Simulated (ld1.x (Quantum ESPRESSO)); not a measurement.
## PBE ultrasoft dataset for neodymium, scalar-relativistic all-electron reference.

Input for ld1.x (Quantum ESPRESSO) 7.5:

```
&input
   title='Nd', zed=60., rel=1, dft='PBE', iswitch=3,
   config='[Xe] 4f4 5d0.5 6s1.5 6p0',
   nld=4, rlderiv=4.75, eminld=-2.0, emaxld=5.0, deld=0.02
 /
 &inputp
   pseudotype=3, tm=.true., lloc=-1, rcloc=1.75,
   nlcc=.true., new_core_ps=.true., rcore=0.95,
   which_augfun='PSQ', rmatch_augfun_nc=.true.,
   file_pseudopw='Nd.UPF', file_wfcaegen='ae.wfc', file_wfcncgen='nc.wfc', file_beta='beta', file_chi='chi', file_wfcusgen='us.wfc'
 /
8
6S  1  0   1.50   0.00  2.75  3.75  0.0
6S  1  0   0.00   1.60  2.75  3.75  0.0
6P  2  1   0.00   0.00  3.65  4.40  0.0
6P  2  1   0.00   5.10  3.65  4.40  0.0
5D  3  2   0.50   0.00  2.00  2.35  0.0
5D  3  2   0.00   1.20  2.00  2.35  0.0
4F  4  3   4.00   0.00  1.45  1.65  0.0
4F  4  3   0.00   4.35  1.45  1.65  0.0
 &test
   configts(1)='4f4 5d0.5 6s1.5 6p0'
 /
```

Command:

```bash
ld1.x < Nd.in > Nd.out
```

Output (shortened: banner, matrices, multipoles, cross overlaps and the repeated all-electron block are left out):

```
[... start of the log left out ...]
     R is outside the sphere for l=    0 j= 0.00
     R is outside the sphere for l=    1 j= 0.00
     R is outside the sphere for l=    1 j= 0.00
     R is outside the sphere for l=    2 j= 0.00
     R is outside the sphere for l=    2 j= 0.00
     R is outside the sphere for l=    3 j= 0.00
     R is outside the sphere for l=    3 j= 0.00

     ---------------------- Testing the pseudopotential ----------------------

     Nd
     scalar relativistic calculation

     atomic number is 60.00   valence charge is  6.00
     dft =PBE   lsd =0 sic =0 latt =0  beta=0.20 tr2=1.0E-14
     mesh =1257 r(mesh) = 100.04854 xmin = -7.00 dx = 0.01250

     n l     nl             e AE (Ry)        e PS (Ry)    De AE-PS (Ry)
     4 3     4F   1( 4.00)       -0.08461       -0.32412        0.23951  !
     3 2     5D   1( 0.50)       -0.11447       -0.01318       -0.10128  !
     1 0     6S   1( 1.50)       -0.24048       -0.24048        0.00000
     2 1     6P   1( 0.00)       -0.08205       -0.10666        0.02461  !

     eps = 2.3E-06  iter =201

     Etot =  -19247.915433 Ry,   -9623.957716 Ha, -261881.230634 eV
     Etotps =   -94.340665 Ry,     -47.170332 Ha,   -1283.570134 eV

     Ekin =      15.622257 Ry,       7.811128 Ha,     212.551634 eV
     Encl =     -57.734628 Ry,     -28.867314 Ha,    -785.519626 eV
     Ehrt =      13.950192 Ry,       6.975096 Ha,     189.802026 eV
     Ecxc =     -89.798196 Ry,     -44.899098 Ha,   -1221.766696 eV
     (Ecc =     -78.948256 Ry,     -39.474128 Ha,   -1074.145742 eV)
     Epseu=      23.619710 Ry,      11.809855 Ha,     321.362528 eV

     ---------------------- End of pseudopotential test ----------------------
```

The run took about 3.2 s on one core of a shared server CPU.
